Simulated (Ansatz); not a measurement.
System: GeF (charge +1, singlet). 
Coordinates optimised at B3LYP-D3(BJ)/def2-TZVP (Ansatz, an electronic-structure program):
```xyz
2

F      0.0000     0.0000    -1.3168
Ge     0.0000     0.0000     0.3704
```
Charge +1, spin multiplicity 1.

Basis-set convergence of Hartree-Fock and CCSD(T) correlation energies (hartree) with Ansatz. Correlated levels leave the core frozen unless marked. Spin-orbit coupling is left out. Frozen are the shells of the preceding noble gas and the d and f shells that filled before the atom's block. No relativistic terms.

```json
[
 {"basis": "def2-SVPD", "functions": "61", "E(HF)": "-2174.20730", "E(corr, CCSD(T))": "-0.27420"},
 {"basis": "def2-TZVPPD", "functions": "94", "E(HF)": "-2174.59734", "E(corr, CCSD(T))": "-0.33903"},
 {"basis": "def2-QZVPPD", "functions": "161", "E(HF)": "-2174.64328", "E(corr, CCSD(T))": "-0.36410"}
]
```

Extrapolating the two largest sets (X = 3 and 4) as X^-3: E(corr) = (64·(-0.36410) - 27·(-0.33903))/37 = -0.3824 Eh, an estimate of the basis-set limit. The largest set recovers 95.2 % of it, the smallest 71.7 %.
